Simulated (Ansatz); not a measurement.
The cluster Sr₃S₄, 7 atoms. Hardware: 4 threads of INTEL XEON PLATINUM 8581C on a shared host.

In the def2 sets Sr takes a core potential; there is no spin–orbit coupling. Correlated methods freeze 20 core orbitals; core or outer-core shells of Sr are correlated, in sets that lack core-valence functions.

(1) How many basis functions does each of these Ansatz runs have, and roughly what does it cost? PBE-D4/def2-TZVP, charge 0 singlet, energy and forces, from earlier orbitals; PBE-D4/def2-SVP, charge 0 singlet, relaxation, 6 steps; CCSD(T)/def2-SVP, charge 0 singlet, energy, from earlier orbitals; PBE-D4/def2-SVP, charge 0 singlet, energy, from earlier orbitals; PBE0-D4/def2-SVP, charge 0 singlet, energy, from earlier orbitals; r2SCAN-D4/def2-TZVP, charge 0 singlet, energy, from earlier orbitals; MP2/def2-TZVP, charge 0 singlet, energy, from earlier orbitals; BHLYP-D4/def2-TZVP, charge 0 singlet, energy, from earlier orbitals; BLYP-D4/def2-TZVP, charge 0 singlet, energy, from earlier orbitals; PBE0-D4/def2-TZVP, charge 0 singlet, energy, from earlier orbitals; ωB97M-V/def2-TZVP, charge 0 singlet, energy, from earlier orbitals.

Answers

(1) Other jobs shared the machine, so times can vary by a factor of up to 3. A dash marks memory too small to be measured apart from the calling script's.

```
                                                                         run  functions  fitting or Cholesky vectors  wall time  peak host memory (GiB)
            PBE-D4/def2-SVP, charge 0 singlet, energy, from earlier orbitals        141                         1663        2 s                       –
           PBE0-D4/def2-SVP, charge 0 singlet, energy, from earlier orbitals        141                         1312      3.2 s                       –
          BLYP-D4/def2-TZVP, charge 0 singlet, energy, from earlier orbitals        247                         1983      3.3 s                       –
PBE-D4/def2-TZVP, charge 0 singlet, energy and forces, from earlier orbitals        247                         1983      4.1 s                       –
              MP2/def2-TZVP, charge 0 singlet, energy, from earlier orbitals        247                         1761      5.5 s                    0.78
          PBE0-D4/def2-TZVP, charge 0 singlet, energy, from earlier orbitals        247                         2050      6.5 s                     1.2
        r2SCAN-D4/def2-TZVP, charge 0 singlet, energy, from earlier orbitals        247                         1983      6.5 s                    0.59
         BHLYP-D4/def2-TZVP, charge 0 singlet, energy, from earlier orbitals        247                         2196      6.5 s                     1.2
                      PBE-D4/def2-SVP, charge 0 singlet, relaxation, 6 steps        141                         1663        9 s                       –
          ωB97M-V/def2-TZVP, charge 0 singlet, energy, from earlier orbitals        247                         1995       14 s                     1.3
           CCSD(T)/def2-SVP, charge 0 singlet, energy, from earlier orbitals        141                         1312       22 s                     1.1
```
